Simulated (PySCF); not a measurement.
GeO₂.

```xyz
3

Ge     0.0000     0.0000     0.0000
O      0.0000     0.0000    -1.6229
O      0.0000     0.0000     1.6229
```

The structure is a stationary point at TPSSh-D3(BJ)/def2-TZVP.

Computed with PBE/pcSseg-2 (PySCF). Non-relativistic, no solvent.

Computed absolute GIAO shielding of each atom: isotropic value and principal components (ppm):
| atom | σ(iso) | σ11 | σ22 | σ33 | span |
|---|---|---|---|---|---|
| Ge1 | 1361.5 | 660.5 | 660.5 | 2763.5 | 2103.0 |
| O2 | 0.9 | -208.6 | -208.6 | 419.8 | 628.4 |
| O3 | 0.9 | -208.6 | -208.6 | 419.8 | 628.4 |
